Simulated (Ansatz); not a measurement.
Computed with Ansatz on PBE0-D4/def2-TZVP structures; ΔE is electronic, products minus reactants. CBS: MP2 limit from def2 TZ/QZ plus the TZ coupled-cluster correction, frozen cores. This one scheme is used for every species. Functionals use def2-TZVPP. B3LYP here is the variant with VWN-RPA as its local correlation; programs differ in this. def2 core potentials past Kr. For Sn outer-core shells are correlated without core-valence functions, which leaves a few kJ/mol of doubt a bond. One conformer a species, not always the lowest.

`C[NH][SnH]([Cl])[O]C` + HCl → `C[NH][SnH]([Cl])[Cl]` + CH₃OH  (ligand exchange at the Sn–O bond)

**Question.** Is it downhill or uphill in electronic energy at CCSD(T)/CBS, and by how much? (Estimate.)

**Answer.** The calculation gave: Downhill: ΔE = -68.0 kJ/mol.

**Question.** What do these levels give: PBE-D4, r2SCAN-D4, PBE0-D4, B3LYP-D4, B2PLYP, PBE, HF/def2-TZVPP, CCSD/def2-TZVPP, MP2/def2-QZVPP, SCS-MP2/def2-QZVPP, HF/CBS(def2), MP2/CBS(def2)? (Best estimate.)

**Answer.** Computed: PBE-D4 -72.3, r2SCAN-D4 -72.9, PBE0-D4 -77.3, B3LYP-D4 -71.8, B2PLYP -71.4, PBE -75.0, HF/def2-TZVPP -85.0, CCSD/def2-TZVPP -67.6, MP2/def2-QZVPP -69.0, SCS-MP2/def2-QZVPP -68.6, HF/CBS(def2) -84.6, MP2/CBS(def2) -70.4 kJ/mol.

Largest T1 diagnostic among the species: 0.013.

In def2-TZVPP, CCSD(T) changes the Hartree–Fock value by +19.9 kJ/mol (the triples alone add +2.5 kJ/mol) and MP2 by +17.5 kJ/mol. The D4 term adds +4.0 kJ/mol with B3LYP and +2.5 kJ/mol with PBE0; it sums over pairs of atoms, weighted by their polarisabilities, and B3LYP, whose exchange is more repulsive, gets the larger term. From PBE to PBE0 (25 % exact exchange), in def2-TZVPP and without D4, ΔE moves by −4.7 kJ/mol.
